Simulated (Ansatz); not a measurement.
Start from `[F][Sn]([F])([F])[GeH3]` and change one atom or group to get `[F][Sn]([F])([F])[Br]`.

Ansatz, PBE0-D4/def2-TZVP geometries, multiplicity 1. 

Elements past krypton have def2 core potentials. Scalar relativity is left out up to krypton.

| property | `[F][Sn]([F])([F])[GeH3]` |
| --- | --- |
| ideal-gas entropy at 298 K and 1 bar (rigid rotor, harmonic PBE0-D4/def2-TZVP) / J/(mol·K) | 397 |
| HOMO–LUMO gap (B3LYP/def2-TZVPP) / eV | 6.88 |
| HOMO–LUMO gap (ωB97M-V/def2-TZVPP) / eV | 11.43 |
| HOMO energy (ωB97M-V/def2-TZVPP) / eV | -11.57 |
| LUMO energy (PBE0/def2-TZVPP) / eV | -2.08 |
| HOMO energy (PBE0/def2-TZVPP) / eV | -9.51 |

(1) What does the change do to each property? (An estimate is asked.)

Answers

(1) The calculation gave: 
| property | `[F][Sn]([F])([F])[Br]` | shift |
| --- | --- | --- |
| ideal-gas entropy at 298 K and 1 bar (rigid rotor, harmonic PBE0-D4/def2-TZVP) / J/(mol·K) | 359 | -38 |
| HOMO–LUMO gap (B3LYP/def2-TZVPP) / eV | 5.87 | -1.01 |
| HOMO–LUMO gap (ωB97M-V/def2-TZVPP) / eV | 10.86 | -0.57 |
| HOMO energy (ωB97M-V/def2-TZVPP) / eV | -12.20 | -0.63 |
| LUMO energy (PBE0/def2-TZVPP) / eV | -3.44 | -1.36 |
| HOMO energy (PBE0/def2-TZVPP) / eV | -9.94 | -0.43 |

With PBE0 the HOMO falls by 0.43 eV and the LUMO falls by 1.36 eV, so the gap narrows by about 0.93 eV. PBE moves the HOMO by -0.38 eV and ωB97M-V by -0.63 eV. The zero-point energy changes by -59.1 kJ/mol with -9 modes. Modes under 60 cm⁻¹, often nearly free rotors, make the harmonic entropy too high.

B3LYP here is the variant with VWN-RPA as its local correlation; programs differ in this.

Spin–orbit coupling is left out; it splits and shifts lone-pair levels of the heavy atoms by tenths of an eV.
